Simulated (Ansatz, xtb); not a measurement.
## Two isomers of H6InNSi

Structure X is `[SiH3][NH][InH2]`, a singlet and structure Y is `N[SiH2][InH2]`, a singlet. Both are isolated molecules in the gas phase, relaxed with PBE0-D3(BJ)/def2-SVP; the shapes shown needn't be the lowest conformers.

X (Å):

```yaml
atoms:
  - { symbol: In, position_ang: [1.0213, -2.1923, -0.1516] }
  - { symbol: N, position_ang: [1.8752, -0.5093, 0.6436] }
  - { symbol: Si, position_ang: [1.5739, 0.2312, 2.1799] }
  - { symbol: H, position_ang: [1.0619, 1.6380, 2.0674] }
  - { symbol: H, position_ang: [0.5386, -0.5905, 2.8799] }
  - { symbol: H, position_ang: [2.7929, 0.2959, 3.0536] }
  - { symbol: H, position_ang: [2.5657, -0.0516, 0.0527] }
  - { symbol: H, position_ang: [-0.1403, -2.9514, 0.8588] }
  - { symbol: H, position_ang: [1.5984, -2.5993, -1.7209] }
```

Y (Å):

| atom | x (Å) | y (Å) | z (Å) |
| --- | --- | --- | --- |
| In | 0.4684 | -1.8193 | -0.2085 |
| N | 1.5189 | 0.0175 | 2.6252 |
| Si | 2.1469 | -0.2966 | 1.0306 |
| H | 1.1733 | -0.7633 | 3.1724 |
| H | 2.0031 | 0.6777 | 3.2256 |
| H | 2.2929 | 1.0267 | 0.3437 |
| H | 3.5213 | -0.9189 | 0.9731 |
| H | 0.3796 | -1.9112 | -1.9427 |
| H | -0.6409 | -2.8170 | 0.6933 |

Question: Which of the two would you expect CCSD(T)/def2-TZVP electronic energies to favour?

Answer: Structure X; the calculation gives E(Y) − E(X) = +0.282 eV.

The same difference at several levels:

```json
{"level": "GFN2-xTB", "geometry": "GFN2-xTB", "E(Y) − E(X) (eV)": "+0.073", "departure from the last row (eV)": "−0.209", "job, with rough time for the two": "optimisation, 0.25 s"}
{"level": "HF/STO-3G", "geometry": "GFN2-xTB", "E(Y) − E(X) (eV)": "+0.816", "departure from the last row (eV)": "+0.534", "job, with rough time for the two": "single point, 0.68 s"}
{"level": "r2SCAN-D4/def2-SVP", "geometry": "GFN2-xTB", "E(Y) − E(X) (eV)": "+0.138", "departure from the last row (eV)": "−0.144", "job, with rough time for the two": "single point, 3.6 s"}
{"level": "PBE0-D3(BJ)/def2-SVP", "geometry": "PBE0-D3(BJ)/def2-SVP", "E(Y) − E(X) (eV)": "+0.042", "departure from the last row (eV)": "−0.240", "job, with rough time for the two": "optimisation, 49 s"}
{"level": "HF/def2-TZVP", "geometry": "PBE0-D3(BJ)/def2-SVP", "E(Y) − E(X) (eV)": "+0.236", "departure from the last row (eV)": "−0.046", "job, with rough time for the two": "part of the CCSD(T) run"}
{"level": "MP2/def2-TZVP", "geometry": "PBE0-D3(BJ)/def2-SVP", "E(Y) − E(X) (eV)": "+0.321", "departure from the last row (eV)": "+0.039", "job, with rough time for the two": "part of the CCSD(T) run"}
{"level": "CCSD(T)/def2-TZVP", "geometry": "PBE0-D3(BJ)/def2-SVP", "E(Y) − E(X) (eV)": "+0.282", "departure from the last row (eV)": "", "job, with rough time for the two": "single point, 75 s"}
```

As drawn, Y has 1 In–Si, 1 N–H in place of 1 In–N, 1 Si–H.

The levels shown agree on the order. The largest departure from CCSD(T)/def2-TZVP is that of HF/STO-3G, 0.534 eV.

With harmonic frequencies from PBE0-D3(BJ)/def2-SVP (ideal gas, rigid rotor, one conformer each, 298.15 K, 1 atm): on the last row, ΔE + ΔZPE = +0.332, ΔH = +0.347, ΔG = +0.312 eV.

The correlated steps freeze 10 core orbitals; the filled d shell of In is correlated, in a basis made for valence electrons. Atoms past krypton carry core potentials in the def2 sets, other sets are all-electron and non-relativistic, and no spin–orbit term is included. Mirror images aren't counted in ΔG. Codes used: Ansatz 0.2.0, xtb 6.7.1; the last row on 2 threads of Arm Neoverse V2 on a shared host.
